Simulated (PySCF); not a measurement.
**Xenon: a sound run and one with changed settings**

Sound run: Xe⁺ [Kr] 4d10 5s2 5p5, Xe²⁺ [Kr] 4d10 5s2 5p4. Calculation: PySCF 2.14, in cc-pVDZ-PP with ECP28MDF; a scalar-relativistic core potential. In the sound run the correlated levels freeze 4s2 4p6 4d10 outside the core potential. The sound run starts from symmetry-adapted Hartree-Fock orbitals and uses a fine grid where one is needed.

Changed run: a valence shell is frozen. This setting is unsound on purpose.

| species | method | sound run (hartree) | changed run (hartree) | converged |
| --- | --- | --- | --- | --- |
| Xe⁺ | MP2 | -327.94329 | -327.91901 | yes |
| Xe⁺ | CCSD(T) | -327.95625 | -327.92798 | yes |
| Xe²⁺ | MP2 | -327.18512 | -327.15470 | yes |
| Xe²⁺ | CCSD(T) | -327.19899 | -327.16202 | yes |

Ionisation energy of Xe⁺:

```tsv
method	sound run (eV)	changed run (eV)
UHF	20.150	20.150
MP2	20.631	20.798
SCS-MP2	20.606	20.830
CCSD	20.604	20.841
CCSD(T)	20.606	20.843
```

Freezing a valence shell removes pair correlation that changes on ionisation.

For comparison, NIST gives 20.975 eV between the lowest levels.
